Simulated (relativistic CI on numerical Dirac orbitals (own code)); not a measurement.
# Ligand-field terms of d3

Computed with a parametric ligand-field model of a d^n configuration (Racah B and C, spin-orbit zeta, crystal field), exact diagonalisation.

Field parameters in Wybourne normalisation: Oh B⁴₀ = 21Dq, B⁴₄ = √(5/14) B⁴₀. The field is a parameter set, without covalency.

Question: Ground term and bands for B = 500, C = 2120, ζ = 0 cm⁻¹, Oh, 10Dq = 500 cm⁻¹?

Answer: Ground term 4A2 with 0.00 electrons in the two orbitals of the cubic e set. Spin-allowed: 4T2 500 cm⁻¹, 4T1 894 cm⁻¹, 4T1 8106 cm⁻¹ (1234 nm). Lowest spin-forbidden: 2E 8810 cm⁻¹ (1135 nm), 2T1 8843 cm⁻¹ (1131 nm), 2A1 8860 cm⁻¹ (1129 nm). With an A2 ground term the first spin-allowed band lies at |10Dq| itself.

Question: Ground term and bands for B = 500, C = 2120, ζ = 0 cm⁻¹, Oh, 10Dq = 1500 cm⁻¹?

Answer: Ground term 4A2 with 0.00 electrons in the two orbitals of the cubic e set. Spin-allowed: 4T2 1500 cm⁻¹, 4T1 2646 cm⁻¹, 4T1 9354 cm⁻¹ (1069 nm). Lowest spin-forbidden: 2E 9235 cm⁻¹ (1083 nm), 2T1 9461 cm⁻¹ (1057 nm), 2A1 9860 cm⁻¹ (1014 nm). With an A2 ground term the first spin-allowed band lies at |10Dq| itself.

Question: Ground term and bands for B = 500, C = 2120, ζ = 0 cm⁻¹, Oh, 10Dq = 14500 cm⁻¹?

Answer: Ground term 4A2 with 0.00 electrons in the two orbitals of the cubic e set. Spin-allowed: 4T2 14500 cm⁻¹ (690 nm), 4T1 19669 cm⁻¹ (508 nm), 4T1 31331 cm⁻¹ (319 nm). Lowest spin-forbidden: 2E 10101 cm⁻¹ (990 nm), 2T1 10534 cm⁻¹ (949 nm), 2T2 15489 cm⁻¹ (646 nm). With an A2 ground term the first spin-allowed band lies at |10Dq| itself.

Question: Ground term and bands for B = 500, C = 2120, ζ = 0 cm⁻¹, Oh, 10Dq = 3500 cm⁻¹?

Answer: Ground term 4A2 with 0.00 electrons in the two orbitals of the cubic e set. Spin-allowed: 4T2 3500 cm⁻¹ (2857 nm), 4T1 5959 cm⁻¹ (1678 nm), 4T1 12041 cm⁻¹ (830 nm). Lowest spin-forbidden: 2E 9565 cm⁻¹ (1045 nm), 2T1 9980 cm⁻¹ (1002 nm), 2A1 11860 cm⁻¹ (843 nm). With an A2 ground term the first spin-allowed band lies at |10Dq| itself.

Question: Ground term and bands for B = 500, C = 2120, ζ = 0 cm⁻¹, Oh, 10Dq = 12500 cm⁻¹?

Answer: Ground term 4A2 with 0.00 electrons in the two orbitals of the cubic e set. Spin-allowed: 4T2 12500 cm⁻¹ (800 nm), 4T1 17500 cm⁻¹ (571 nm), 4T1 27500 cm⁻¹ (364 nm). Lowest spin-forbidden: 2E 10045 cm⁻¹ (996 nm), 2T1 10493 cm⁻¹ (953 nm), 2T2 15188 cm⁻¹ (658 nm). With an A2 ground term the first spin-allowed band lies at |10Dq| itself.
